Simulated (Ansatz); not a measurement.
Frontier orbitals of `N[SiH2][SiH2]C=O`.

Charge 0, multiplicity 1. The structure was optimised at the PBE0-D4/def2-TZVP level. It is one conformer, not always the lowest. Basis def2-TZVPP, the Gaussian-basis code of Ansatz.

| functional | HOMO (eV) | LUMO (eV) |
| --- | --- | --- |
| r2SCAN | -5.71 | -2.53 |

Task: Give HOMO and LUMO (eV) with LDA (SPW92), PBE, revPBE, BLYP, B97M-V, PBE0, B3LYP, r2SCANh, r2SCAN0, HSE06 (plane-wave form), BHLYP, CAM-B3LYP, LC-ωPBE, ωB97X-V, ωB97M-V, HF. (An estimate is asked.)

Result: The calculation gave: 
```
             functional    HOMO   LUMO
            LDA (SPW92)   -5.57  -2.95
                    PBE   -5.45  -2.71
                 revPBE   -5.40  -2.61
                   BLYP   -5.36  -2.56
                 B97M-V   -5.90  -2.51
                   PBE0   -6.87  -1.62
                  B3LYP   -6.66  -1.86
                r2SCANh   -6.25  -2.12
                r2SCAN0   -7.06  -1.53
HSE06 (plane-wave form)   -6.47  -2.01
                  BHLYP   -8.24  -0.45
              CAM-B3LYP   -8.26  -0.42
                LC-ωPBE   -9.52   0.79
                ωB97X-V   -9.23   0.69
                ωB97M-V   -9.13   0.54
                     HF  -10.25   2.19
```

B3LYP here is the variant with VWN-RPA as its local correlation; programs differ in this. LC-ωPBE has ω = 0.4 bohr⁻¹. Positive LUMOs are unbound and depend on the basis.
